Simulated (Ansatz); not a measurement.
`C[SiH2]C(F)(F)F` → `CC(F)(F)F` + `[SiH2]` at 700 K and 1 bar (silylene formation by 1,1-elimination).

Isolated molecules relaxed with PBE0-D4/def2-TZVP in Ansatz; ΔE leaves out vibrations. CCSD(T)/CBS is the MP2 limit (def2-TZVPP, def2-QZVPP) plus CCSD(T) − MP2 in def2-TZVPP, frozen cores. This one scheme is used for every species.

```
          species  CCSD(T)/CBS energy (Eh)  H − E (kJ/mol)  S (J/(mol·K))
`C[SiH2]C(F)(F)F`               -667.57559           264.1          490.8
      `CC(F)(F)F`               -377.30189           195.3          372.7
         `[SiH2]`               -290.19011            56.3          240.4
```

H − E and S are ideal-gas, rigid-rotor, harmonic terms from PBE0-D4/def2-TZVP. 1 Eh = 2625.50 kJ/mol, R = 8.31446 J/(mol·K).

Q: By hand: ΔE, ΔH, ΔS and ΔG.

A: ΔE = (-377.30189) + (-290.19011) − (-667.57559) = 0.08359 Eh = 219.5 kJ/mol. Δ(H − E) = 195.3 + 56.3 − 264.1 = -12.5, so ΔH = 207.0 kJ/mol. ΔS = 372.7 + 240.4 − 490.8 = 122.3 J/(mol·K). ΔG = 207.0 − 700 × (122.3)/1000 = 121.4 kJ/mol.

Q: By hand: the equilibrium constant, and the temperature at which ΔG would vanish if ΔH and ΔS stayed fixed.

A: log₁₀ K = −ΔG/(RT ln 10) = -9.1. ΔG = 0 at ΔH/ΔS = 1693 K.

The number of gas molecules changes by +1, which sets the sign of ΔS. A doubt of 5 kJ/mol in ΔE shifts log₁₀ K by 0.4 here. Modes under 60 cm⁻¹, often nearly free rotors, make the harmonic entropy too high. These are equilibria of isolated gas molecules and say nothing of rates. Largest T1 diagnostic: 0.014 (customary marks: 0.02 for closed shells, 0.045 for open ones).
